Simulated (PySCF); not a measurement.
BH3, SMILES B.

Geometry: PBE0-D3(BJ)/def2-TZVPD. The isomer is the one that the SMILES or the coordinates give; other isomers of the formula were not compared.

Lowest vertical singlet excitation by several levels in PySCF, with rough processor times relative to the cheapest run on one machine. Each run also gave further roots (ADC and EOM-CCSD ionised and attached states too); roots are paired by order and the bases differ. EOM-CCSD serves as a yardstick, not as the true value; all levels that ended soundly for this molecule are listed, with differences from unrounded values.

```tsv
level	relative cost
ADC(2)/aug-cc-pVDZ	1
TDDFT-CAM-B3LYP/def2-TZVPD	4
EOM-CCSD/aug-cc-pVDZ	5
TDDFT-M06-2X/def2-TZVPD	10
```

Computed S1 at each level and its distance from EOM-CCSD:
```tsv
level	S1 (eV)	S1 minus EOM-CCSD (eV)
ADC(2)/aug-cc-pVDZ	6.26	0.19
TDDFT-CAM-B3LYP/def2-TZVPD	5.84	-0.22
EOM-CCSD/aug-cc-pVDZ	6.07	0.00
TDDFT-M06-2X/def2-TZVPD	5.67	-0.40
```
